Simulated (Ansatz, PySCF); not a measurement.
Pair of molecules: H2O (SMILES O) (first 3 atoms) with SO2 (SMILES O=S=O); geometry from B3LYP-D3(BJ)/def2-TZVP, rigid monomers moved along the line of their centres of mass till O1···S5 is 3.11 Å.
(charge 0, multiplicity 1):
```xyz
6

O      0.50567    -0.09015     0.61050
H      0.60674     0.85034     0.42236
H     -0.36268    -0.33460     0.26938
O     -1.25877    -0.63792     3.57471
S      0.09352    -0.15517     3.69547
O      0.29329     1.26613     3.82313
```

Monomers are frozen at their geometry in the pair; levels with a basis set take the counterpoise correction. Rows marked so take none.

Frozen-core correlation. CBS: X⁻³ extrapolation of the correlation energy, Hartree–Fock from the larger set. Rows in 3-21G, 6-31G* carry no dispersion term and start afresh at each structure (6-31G* with six Cartesian d functions).

Codes used: Ansatz (Gaussian orbitals); PySCF for 3-21G rows, 6-31G* rows, the dispersion terms. 

```json
[
 {"level": "HF/3-21G (no counterpoise)", "interaction energy (kcal/mol)": "-8.85"},
 {"level": "BP86/6-31G* (no counterpoise)", "interaction energy (kcal/mol)": "-5.22"},
 {"level": "r2SCAN/def2-TZVPPD", "interaction energy (kcal/mol)": "-4.09"},
 {"level": "r2SCAN-D4/def2-TZVPPD", "interaction energy (kcal/mol)": "-4.33"},
 {"level": "B3LYP/3-21G (no counterpoise)", "interaction energy (kcal/mol)": "-9.27"},
 {"level": "B3LYP/def2-TZVPPD", "interaction energy (kcal/mol)": "-3.09"},
 {"level": "PBE0-D4/def2-TZVPPD", "interaction energy (kcal/mol)": "-4.27"},
 {"level": "M06-2X/6-31G* (no counterpoise)", "interaction energy (kcal/mol)": "-6.52"},
 {"level": "MP2/CBS(aug-cc-pV(D+d)Z, aug-cc-pV(T+d)Z)", "interaction energy (kcal/mol)": "[?]"}
]
```

**Question.** What belongs in the gaps?

**Answer.** 
- MP2/CBS(aug-cc-pV(D+d)Z, aug-cc-pV(T+d)Z), interaction energy (kcal/mol): -3.68

Ansatz is a first-principles code.
